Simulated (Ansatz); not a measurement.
## Worked example: vertical energy of the triplet above the singlet of I2 (iodine)

The species is I2 (2 atoms), meant as a singlet with charge 0. SMILES: `II`. The shape is that of a GFN2-xTB optimisation.

```csv
atom,x (Å),y (Å),z (Å)
I,0.0000,0.0000,0.0000
I,0.0000,0.0000,2.6650
```

Both states at this one shape; open shells run unrestricted unless said. 1 Eh = 27.2114 eV.

```tsv
level	program	singlet I2 (Eh)	triplet I2 (Eh)
PBE/STO-3G	Ansatz	-13704.421668	-13704.330710
r2SCAN0/STO-3G	Ansatz	-13706.310471	-13706.213742
CCSDTQ/STO-3G, 36 core orbitals frozen	Ansatz	-13701.422744	-13701.306763
```

Problem. Work out the vertical gap, second state less first, at each level.

Solution. 
1. PBE/STO-3G: -13704.330710 − (-13704.421668) = 0.090958 Eh = 2.48 eV.
2. r2SCAN0/STO-3G: -13706.213742 − (-13706.310471) = 0.096729 Eh = 2.63 eV.
3. CCSDTQ/STO-3G: -13701.306763 − (-13701.422744) = 0.115981 Eh = 3.16 eV.

No measured value is set beside it here; the levels span 2.48 to 3.16 eV. Spin-orbit coupling, which splits open shells on such heavy atoms by tenths of an eV, is left out. Minimal sets are far from the basis-set limit. All-electron rows are non-relativistic unless named.
